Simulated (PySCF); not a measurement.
3-ethynylthiophene (C6H4S), SMILES C#Cc1ccsc1. Atoms are numbered in the order given.

```xyz
11

C      0.1478    -3.3068     0.0000
C      0.0679    -2.0954     0.0000
C     -0.0392    -0.6735     0.0000
C     -1.2889     0.0437     0.0000
C     -1.1180     1.4010     0.0000
S      0.5584     1.8381     0.0000
C      1.0453     0.1861     0.0000
H      0.2211    -4.3776     0.0000
H     -2.2597    -0.4514     0.0000
H     -1.8843     2.1744     0.0000
H      2.0987    -0.0865     0.0000
```
Charge 0, spin multiplicity 1.

Geometry optimised at B3LYP-D3(BJ)/def2-SVP.

Level of theory: TDA-PBE/def2-SVPD (PySCF 2.14.0).

Vertical excitations.  State labels are in the subgroup Cs.

Computed UV-visible absorptions:
```json
[
 {"state": "S1", "symmetry": "A'", "energy (eV)": "4.80", "λ (nm)": "258", "f": "0.083", "main pairs": "HOMO→LUMO 39 %, HOMO−1→LUMO 28 %, HOMO→LUMO+1 22 %"},
 {"state": "S2", "symmetry": "A\"", "energy (eV)": "5.01", "λ (nm)": "247", "f": "0.000", "main pairs": "HOMO−2→LUMO 97 %"},
 {"state": "S3", "symmetry": "A\"", "energy (eV)": "5.19", "λ (nm)": "239", "f": "0.001", "main pairs": "HOMO→LUMO+2 97 %"},
 {"state": "S4", "symmetry": "A'", "energy (eV)": "5.33", "λ (nm)": "232", "f": "0.087", "main pairs": "HOMO→LUMO 44 %, HOMO−1→LUMO 32 %, HOMO→LUMO+1 11 %"},
 {"state": "S5", "symmetry": "A'", "energy (eV)": "5.72", "λ (nm)": "217", "f": "0.225", "main pairs": "HOMO→LUMO+1 46 %, HOMO−1→LUMO 19 %, HOMO−2→LUMO+2 15 %, HOMO−1→LUMO+1 12 %"},
 {"state": "S6", "symmetry": "A\"", "energy (eV)": "5.75", "λ (nm)": "216", "f": "0.001", "main pairs": "HOMO−1→LUMO+2 99 %"},
 {"state": "S7", "symmetry": "A\"", "energy (eV)": "5.89", "λ (nm)": "211", "f": "0.000", "main pairs": "HOMO→LUMO+3 98 %"},
 {"state": "S8", "symmetry": "A\"", "energy (eV)": "5.97", "λ (nm)": "208", "f": "0.011", "main pairs": "HOMO→LUMO+4 100 %"},
 {"state": "S9", "symmetry": "A\"", "energy (eV)": "6.09", "λ (nm)": "204", "f": "0.000", "main pairs": "HOMO−2→LUMO+1 97 %"},
 {"state": "S10", "symmetry": "A'", "energy (eV)": "6.28", "λ (nm)": "197", "f": "0.006", "main pairs": "HOMO−3→LUMO 47 %, HOMO−2→LUMO+2 23 %, HOMO−1→LUMO+1 22 %"},
 {"state": "T1", "symmetry": "A'", "energy (eV)": "3.36", "λ (nm)": "369", "f": "0", "main pairs": "HOMO→LUMO 94 %"},
 {"state": "T2", "symmetry": "A'", "energy (eV)": "4.07", "λ (nm)": "304", "f": "0", "main pairs": "HOMO−1→LUMO 91 %"},
 {"state": "T3", "symmetry": "A'", "energy (eV)": "4.65", "λ (nm)": "267", "f": "0", "main pairs": "HOMO→LUMO+1 91 %"},
 {"state": "T4", "symmetry": "A\"", "energy (eV)": "4.78", "λ (nm)": "259", "f": "0", "main pairs": "HOMO−2→LUMO 74 %, HOMO→LUMO+2 20 %"}
]
```
Triplets are in the Tamm–Dancoff approximation.
